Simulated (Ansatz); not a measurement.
Ansatz (an electronic-structure program) input (B3LYP-D3(BJ)/def2-TZVP):

Ansatz 0.2 input:
```yaml
crystal:
  periodic: [false, false, false]
  atoms:
    - {symbol: Cs, position_ang: [-0.00000000, -0.00000000, -0.69879311]}
    - {symbol: Cl, position_ang: [0.00000000, 0.00000000, 2.26080125]}
basis:
  gaussian:
    orbitals: def2-TZVP
hamiltonian:
  xc: b3lyp
  dispersion: d3bj
phonons: {temperatures: {t_min: 298.15, t_max: 298.15, t_step: 100}}
```

Output:

```
Functional definition: B3LYP
integrals: 0.02 GiB planned
581 factors; their error is unknown
mean field: 0.15 GiB planned
mean field evaluation 1: about -13072.3376 eV, gradient 2.5e1 eV
mean field evaluation 2: about -13066.9861 eV, gradient 5.0e1 eV
mean field evaluation 4: about -13074.2988 eV, gradient 1.4e0 eV
mean field evaluation 8: about -13074.3355 eV, gradient 8.2e-3 eV
mean field -13074.33551374 eV, -480.4729680272 hartree, gradient 2.5e-5 eV, S^2 0.000000; 0 other end points of the search recorded, 0 dependent functions left out
the calculation of the forces begins
reference -13074.33577778 eV, -480.4729777304 hartree; 13, 13 occupied and 53, 53 virtual orbitals, 581 factors
these checks for a lower state are left out or cut short: stability, starts, cluster_reference, orbital_swaps, neighbouring_geometries, increment
integrals: 0.02 GiB planned
581 factors; their error is unknown
mean field: 0.15 GiB planned
mean field evaluation 16: about -13074.3355 eV, gradient 1.8e-2 eV
mean field -13074.33551375 eV, -480.4729680273 hartree, gradient 5.5e-7 eV, S^2 0.000000; 0 other end points of the search recorded, 0 dependent functions left out
the calculation of the forces begins
reference -13074.33577779 eV, -480.4729777305 hartree; 13, 13 occupied and 53, 53 virtual orbitals, 581 factors
these checks for a lower state are left out or cut short: stability, starts, cluster_reference, orbital_swaps, neighbouring_geometries, increment
integrals: 0.02 GiB planned
581 factors; their error is unknown
mean field: 0.15 GiB planned
mean field -13074.33551375 eV, -480.4729680273 hartree, gradient 5.5e-7 eV, S^2 0.000000; 0 other end points of the search recorded, 0 dependent functions left out
the calculation of the forces begins
reference -13074.33577779 eV, -480.4729777305 hartree; 13, 13 occupied and 53, 53 virtual orbitals, 581 factors
these checks for a lower state are left out or cut short: stability, starts, cluster_reference, orbital_swaps, neighbouring_geometries, increment
integrals: 0.02 GiB planned
581 factors; their error is unknown
mean field: 0.15 GiB planned
mean field evaluation 32: about -13074.3355 eV, gradient 1.3e-5 eV
mean field -13074.33551375 eV, -480.4729680273 hartree, gradient 5.5e-7 eV, S^2 0.000000; 0 other end points of the search recorded, 0 dependent functions left out
the calculation of the forces begins
reference -13074.33577779 eV, -480.4729777305 hartree; 13, 13 occupied and 53, 53 virtual orbitals, 581 factors
these checks for a lower state are left out or cut short: stability, starts, cluster_reference, orbital_swaps, neighbouring_geometries, increment
integrals: 0.02 GiB planned
581 factors; their error is unknown
mean field: 0.15 GiB planned
mean field -13074.33551375 eV, -480.4729680273 hartree, gradient 5.5e-7 eV, S^2 0.000000; 0 other end points of the search recorded, 0 dependent functions left out
the calculation of the forces begins
reference -13074.33577779 eV, -480.4729777305 hartree; 13, 13 occupied and 53, 53 virtual orbitals, 581 factors
these checks for a lower state are left out or cut short: stability, starts, cluster_reference, orbital_swaps, neighbouring_geometries, increment
integrals: 0.02 GiB planned
581 factors; their error is unknown
mean field: 0.15 GiB planned
mean field -13074.33548961 eV, -480.4729671403 hartree, gradient 1.8e-6 eV, S^2 0.000000; 0 other end points of the search recorded, 0 dependent functions left out
the calculation of the forces begins
reference -13074.33575354 eV, -480.4729768395 hartree; 13, 13 occupied and 53, 53 virtual orbitals, 581 factors
these checks for a lower state are left out or cut short: stability, starts, cluster_reference, orbital_swaps, neighbouring_geometries, increment
integrals: 0.02 GiB planned
581 factors; their error is unknown
mean field: 0.15 GiB planned
mean field -13074.33551041 eV, -480.4729679047 hartree, gradient 1.4e-6 eV, S^2 0.000000; 0 other end points of the search recorded, 0 dependent functions left out
the calculation of the forces begins
reference -13074.33577456 eV, -480.4729776119 hartree; 13, 13 occupied and 53, 53 virtual orbitals, 581 factors
these checks for a lower state are left out or cut short: stability, starts, cluster_reference, orbital_swaps, neighbouring_geometries, increment
integrals: 0.02 GiB planned
581 factors; their error is unknown
mean field: 0.15 GiB planned
mean field -13074.33551375 eV, -480.4729680273 hartree, gradient 5.5e-7 eV, S^2 0.000000; 0 other end points of the search recorded, 0 dependent functions left out
the calculation of the forces begins
reference -13074.33577779 eV, -480.4729777305 hartree; 13, 13 occupied and 53, 53 virtual orbitals, 581 factors
these checks for a lower state are left out or cut short: stability, starts, cluster_reference, orbital_swaps, neighbouring_geometries, increment
integrals: 0.02 GiB planned
581 factors; their error is unknown
mean field: 0.15 GiB planned
mean field evaluation 64: about -13074.3043 eV, gradient 5.9e-2 eV
mean field -13074.33551375 eV, -480.4729680273 hartree, gradient 5.5e-7 eV, S^2 0.000000; 0 other end points of the search recorded, 0 dependent functions left out
the calculation of the forces begins
reference -13074.33577779 eV, -480.4729777305 hartree; 13, 13 occupied and 53, 53 virtual orbitals, 581 factors
these checks for a lower state are left out or cut short: stability, starts, cluster_reference, orbital_swaps, neighbouring_geometries, increment
integrals: 0.02 GiB planned
581 factors; their error is unknown
mean field: 0.15 GiB planned
mean field -13074.33551375 eV, -480.4729680273 hartree, gradient 5.5e-7 eV, S^2 0.000000; 0 other end points of the search recorded, 0 dependent functions left out
the calculation of the forces begins
reference -13074.33577779 eV, -480.4729777305 hartree; 13, 13 occupied and 53, 53 virtual orbitals, 581 factors
these checks for a lower state are left out or cut short: stability, starts, cluster_reference, orbital_swaps, neighbouring_geometries, increment
integrals: 0.02 GiB planned
581 factors; their error is unknown
mean field: 0.15 GiB planned
mean field -13074.33551375 eV, -480.4729680273 hartree, gradient 5.5e-7 eV, S^2 0.000000; 0 other end points of the search recorded, 0 dependent functions left out
the calculation of the forces begins
reference -13074.33577779 eV, -480.4729777305 hartree; 13, 13 occupied and 53, 53 virtual orbitals, 581 factors
these checks for a lower state are left out or cut short: stability, starts, cluster_reference, orbital_swaps, neighbouring_geometries, increment
integrals: 0.02 GiB planned
581 factors; their error is unknown
mean field: 0.15 GiB planned
mean field -13074.33551041 eV, -480.4729679047 hartree, gradient 1.4e-6 eV, S^2 0.000000; 0 other end points of the search recorded, 0 dependent functions left out
the calculation of the forces begins
reference -13074.33577456 eV, -480.4729776119 hartree; 13, 13 occupied and 53, 53 virtual orbitals, 581 factors
these checks for a lower state are left out or cut short: stability, starts, cluster_reference, orbital_swaps, neighbouring_geometries, increment
integrals: 0.02 GiB planned
581 factors; their error is unknown
mean field: 0.15 GiB planned
mean field evaluation 96: about -13074.3355 eV, gradient 1.8e-6 eV
mean field -13074.33548961 eV, -480.4729671403 hartree, gradient 1.8e-6 eV, S^2 0.000000; 0 other end points of the search recorded, 0 dependent functions left out
the calculation of the forces begins
reference -13074.33575354 eV, -480.4729768395 hartree; 13, 13 occupied and 53, 53 virtual orbitals, 581 factors
Total energy: -13074.38946152 eV, -480.4749505714 hartree
Atom 0 at    -0.000000    -0.000000    -0.698793 Å, force     0.000000    -0.000000     0.000002 eV/Å
Atom 1 at     0.000000     0.000000     2.260801 Å, force    -0.000000     0.000000    -0.000002 eV/Å
Dipole moment:    -0.000000    -0.000000    -2.165077 e Å
Vibrations: 206.83 cm⁻¹, zero-point energy 0.012822 eV
```
